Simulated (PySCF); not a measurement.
C₆ coefficients of unlike pairs at PBE0

Calculated with PySCF 2.14 from the dipole response of each species, C₆(A,B) = (3/π) ∫ α_A(iu) α_B(iu) du, in atomic units, from isotropic polarisabilities. For ions this is the dispersion term alone; charge-induced terms of lower order in 1/R come first.

```csv
species,configuration,basis,relativity,α (bohr³),C₆ (like pair)
Tl³⁺,[Xe] 4f14 5d10 (1S),aug-cc-pwCVTZ-PP with ECP60MDF (8s7p6d4f1g),core potential,5.286,30.61
Co⁺,[Ar] 3d8 (3F),"aug-cc-pwCVTZ-DK with one added diffuse shell each of s, p, d, f, g type (11s10p8d5f4g)",spin-free X2C,9.361,33.05
Se²⁺,[Ar] 3d10 4s2 4p2 (3P),aug-cc-pwCVTZ-PP with ECP10MDF (8s7p6d4f1g),core potential,9.368,44.13
Ge⁺,[Ar] 3d10 4s2 4p1 (2P),aug-cc-pwCVDZ-PP with ECP10MDF (6s5p4d1f),core potential,19.21,110.5
```

(1) Estimate C₆ for Co⁺ with Tl³⁺.

No spin-orbit coupling is included.

The other pairs:

```csv
pair,C₆
"Se²⁺, Tl³⁺",34.37
"Ge⁺, Co⁺",58.92
"Ge⁺, Tl³⁺",49.03
"Ge⁺, Se²⁺",67.90
"Se²⁺, Co⁺",37.92
```

Answers

(1) The integral gives 29.90. The combination rule 2 C_A C_B / (C_A α_B/α_A + C_B α_A/α_B) gives 27.77 and the geometric mean 31.81.
